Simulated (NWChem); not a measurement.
System meant: BHOBrCl; SMILES OB(Br)Cl

Here is an NWChem input.

```
start job
memory heap 200 mb stack 900 mb global 1100 mb
geometry units angstroms noautoz
  B      0.466573    -0.535814     0.000000
  Cl    -0.630003    -1.932538     0.000000
  Br    -0.239727     1.250412     0.000000
  O      1.807998    -0.689427     0.000000
  H      2.073640    -1.628882     0.000000
end
basis spherical
  B library def2-svp
  Cl library def2-svp
  Br library def2-svp
  O library def2-svp
  H library def2-svp
end
dft
  xc pbe0
  iterations 4
  mulliken
end
task dft energy
```

End of the output:

```
    Atom       Charge   Shell Charges
 -----------   ------   -------------------------------------------------------
    1 B    5     5.45   1.96  0.55  0.26  1.40  0.88  0.40
    2 Cl  17    16.84   2.00  1.95  1.02  0.74  5.82  2.25  3.03  0.03
    3 Br  35    34.86   2.00  2.00  1.96  1.10  0.68  5.99  5.81  2.46  2.82  7.84  2.03  0.16
    4 O    8     7.97   1.97  0.85  0.56  2.69  1.87  0.02
    5 H    1     0.88   0.54  0.16  0.17

 center of mass
 --------------
 x =  -0.05453256 y =   0.15321013 z =   0.00000000

 moments of inertia (a.u.)
 ------------------
         956.739542540058          -0.000000000000           0.000000000000
          -0.000000000000         275.161591496040           0.000000000000
           0.000000000000           0.000000000000        1231.901134036098

     Multipole analysis of the density
     ---------------------------------

     L   x y z        total         alpha         beta         nuclear
     -   - - -        -----         -----         ----         -------
     0   0 0 0     -0.000000    -33.000000    -33.000000     66.000000

     1   1 0 0      0.397257      0.198628      0.198628      0.000000
     1   0 1 0     -0.690126     -0.345063     -0.345063     -0.000000
     1   0 0 1     -0.000000     -0.000000     -0.000000      0.000000

     2   2 0 0    -30.431415    -86.799444    -86.799444    143.167472
     2   1 1 0     -3.521786      0.447457      0.447457     -4.416700
     2   1 0 1      0.000000      0.000000      0.000000      0.000000
     2   0 2 0    -28.231756   -239.616233   -239.616233    451.000709
     2   0 1 1      0.000000      0.000000      0.000000      0.000000
     2   0 0 2    -30.768169    -15.384084    -15.384084      0.000000

 ------------------------------------------------------------------------
 dft energy failed                                                                                  0
 ------------------------------------------------------------------------
 ------------------------------------------------------------------------
  current input line :
    22: task dft energy
 ------------------------------------------------------------------------
 ------------------------------------------------------------------------
 This type of error is most commonly associated with calculations not reaching convergence criteria
 ------------------------------------------------------------------------
 For more information see the NWChem manual at https://nwchemgit.github.io

0:dft energy failed:Received an Error in Communication
```

**Question.** Find the fault in this run and fix the input.

**Answer.** Convergence was not reached. Cause: the SCF was allowed too few iterations. This input runs:
```
start job
memory heap 200 mb stack 900 mb global 1100 mb
geometry units angstroms noautoz
  B      0.466573    -0.535814     0.000000
  Cl    -0.630003    -1.932538     0.000000
  Br    -0.239727     1.250412     0.000000
  O      1.807998    -0.689427     0.000000
  H      2.073640    -1.628882     0.000000
end
basis spherical
  B library def2-svp
  Cl library def2-svp
  Br library def2-svp
  O library def2-svp
  H library def2-svp
end
dft
  xc pbe0
  iterations 150
  mulliken
end
task dft energy
```
It converges to -3134.07536 Ha (PBE0/def2-SVP).
